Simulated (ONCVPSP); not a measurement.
# bromine (Br): from the effect back to the setting (ONCV)

Base potential:

```
Element                 : bromine (Br)
Generator               : ONCVPSP 4.0.1
Type                    : optimised norm-conserving Vanderbilt (ONCV)
Functional              : LDA (Perdew-Zunger)
Relativity              : scalar-relativistic
Frozen core             : [Ne]
Valence charge          : 25
Reference configuration : 3s2 3p6 3d10 4s2 4p4 (charge +1)
Partial waves           : 3s+4s: rc 0.90 bohr, ncon 4, nbas 9, qcut 16.5 1/bohr, 2 projectors; 3p+4p: rc 1.00 bohr, ncon 4, nbas 8, qcut 15.1 1/bohr, 2 projectors; 3d: rc 0.55 bohr, ncon 4, nbas 8, qcut 18.6 1/bohr, local
Local potential         : the d channel
Core correction         : Teter function, fcfact 2.25, rcfact 1.3
```

Cutoffs, loose and tight: the cutoffs (Ha) at which the residual kinetic energy of the hardest occupied pseudo-wave falls to 1 and 0.1 mHa per electron. They do not see the model core or the augmentation charge, which bear on the density cutoff. Test errors are all-electron minus pseudo excitation energies from the reference, over the configurations 3s2 3p6 3d10 4s2 4p5; 3s2 3p6 3d10 4s2 4p3; 3s2 3p6 3d10 4s2 4p2; 3s2 3p6 3d9 4s2 4p5; variants that change the core or the reference have their own tests.

Only the scale of all radii but the core radius (base = 1) is moved:

```json
{"scale of all radii but the core radius (base = 1)": "0.78", "cutoff, loose": "1366 Ha", "cutoff, tight": "1793 Ha", "bound ghosts": "none", "largest test error (meV)": "+28"}
{"scale of all radii but the core radius (base = 1)": "0.91", "cutoff, loose": "926 Ha", "cutoff, tight": "1201 Ha", "bound ghosts": "none", "largest test error (meV)": "+10"}
{"scale of all radii but the core radius (base = 1)": "0.98", "cutoff, loose": "781 Ha", "cutoff, tight": "926 Ha", "bound ghosts": "none", "largest test error (meV)": "+8.2"}
{"scale of all radii but the core radius (base = 1)": "1.12", "cutoff, loose": "487 Ha", "cutoff, tight": "628 Ha", "bound ghosts": "none", "largest test error (meV)": "+11"}
{"scale of all radii but the core radius (base = 1)": "1.31", "cutoff, loose": "164 Ha", "cutoff, tight": "353 Ha", "bound ghosts": "none", "largest test error (meV)": "+22"}
```

One more run gave cutoff, loose: 237 Ha; cutoff, tight: 536 Ha; bound ghosts: none; largest test error (meV): +14. Which value of the scale of all radii but the core radius (base = 1) was used?

1.18. The loose cutoff moves one way along this sweep, from 1366 Ha at 0.78 to 164 Ha at 1.31, which places the run between 1.12 and 1.31.
